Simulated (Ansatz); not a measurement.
Cartesian coordinates in Å:
```
F 0.533 0.829 -1.630
W 0.034 0.066 -0.014
F 1.680 0.712 0.548
S -1.394 1.349 0.806
Cl 0.317 -1.553 1.558
Cl -1.170 -1.402 -1.267
```

Charge 0, multiplicity 1. W takes the def2 core potential.

Question: List the ωB97M-V/def2-TZVPP orbital energies in eV (the Gaussian-basis code of Ansatz). (Estimate.)

Answer: Ansatz gave: Occupied: -2772.61, -2772.61, -2428.27, -678.25, -678.25, -263.01, -263.01, -222.25, -200.45, -200.45, -200.38, -200.38, -200.37, -200.37, -165.27, -165.27, -165.27, -89.03, -51.97, -51.93, -51.70, -36.03, -35.91, -26.27, -25.97, -23.14, -17.25, -17.05, -16.80, -16.32, -16.05, -14.85, -14.30, -13.50, -13.50, -13.01, -12.84, -12.82, -11.66, -11.27, -11.12. Lowest empty: -2.06, -1.47, -1.44, -0.41, 1.74, 1.77, 3.96, 4.60.
